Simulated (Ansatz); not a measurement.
Process, species as SMILES: O=[P] (O-P) → O atom + P atom
B3LYP-D3(BJ)/def2-TZVP geometries, fixed; electronic energies without zero-point terms.

Effect of the final integration grid (spheres per factor e of radius in core and valence, angular degree) at PBE/aug-cc-pV(Q+d)Z with Ansatz (a quantum-chemistry and plane-wave program), against the last row, where the atomisation energy is 154.10 kcal/mol. Open shells are unrestricted. The default's grid is 13, 11, 36.

```csv
setting,largest shift of a total energy (mEh),shift of the atomisation energy (kcal/mol)
accuracy: medium (default),0.000,0.000
"final_grid: 4, 3, 11",-0.149,0.121
"final_grid: 6, 5, 17",0.139,-0.080
"final_grid: 8, 7, 23",0.003,-0.003
"final_grid: 10, 9, 29",-0.002,0.001
"final_grid: 18, 15, 47",0.000,0.000
"final_grid: 26, 22, 59",0.000,0.000
```

Within 0.1 kcal/mol in the atomisation energy: accuracy: medium (default); final_grid: 6, 5, 17; final_grid: 8, 7, 23; final_grid: 10, 9, 29; final_grid: 18, 15, 47. The largest shift is 0.149 mEh in a total energy and 0.121 kcal/mol in the difference.
